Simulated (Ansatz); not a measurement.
Stepwise reaction of `Cl[SiH2][NH][GeH2][Cl]` with hydrogen, as a gas-phase model of exchange steps in deposition or etching. ΔE in kJ/mol.

Program: Ansatz. Geometries: PBE0-D4/def2-TZVP. ΔE: electronic, gas phase. CCSD(T)/CBS adds triple-zeta CCSD(T) − MP2 to the extrapolated MP2 energy (def2 sets, frozen cores). This one scheme is used for every species. Functionals use def2-TZVPP. B3LYP here is the variant with VWN-RPA as its local correlation; programs differ in this. For Ge outer-core shells are correlated without core-valence functions, which leaves a few kJ/mol of doubt a bond. Scalar relativity is left out up to krypton. One conformer a species, not always the lowest.

| step | reaction | PBE-D4 | B3LYP-D4 | ωB97M-V | CCSD(T)/CBS |
| --- | --- | --- | --- | --- | --- |
| 1 | `Cl[SiH2][NH][GeH2][Cl]` + H₂ → `Cl[SiH2][NH][GeH3]` + HCl | 64.9 | 65.7 | 64.6 | 63.6 |
| 2 | `Cl[SiH2][NH][GeH3]` + H₂ → `[SiH3][NH][GeH3]` + HCl | 96.8 | 95.6 | 97.1 | 96.7 |

Problem. By hand: ΔE of the 2 steps together at CCSD(T)/CBS.

Solution. (63.6) + (96.7) = 160.3 kJ/mol, or 80.2 kJ/mol a step.

In ΔE each step is higher than the one before. All are uphill at CCSD(T)/CBS. PBE-D4 differs from CCSD(T)/CBS by 0.1 to 1.3 kJ/mol a step. Isolated molecules leave out the surface, adducts and barriers. Largest T1 diagnostic: 0.011.
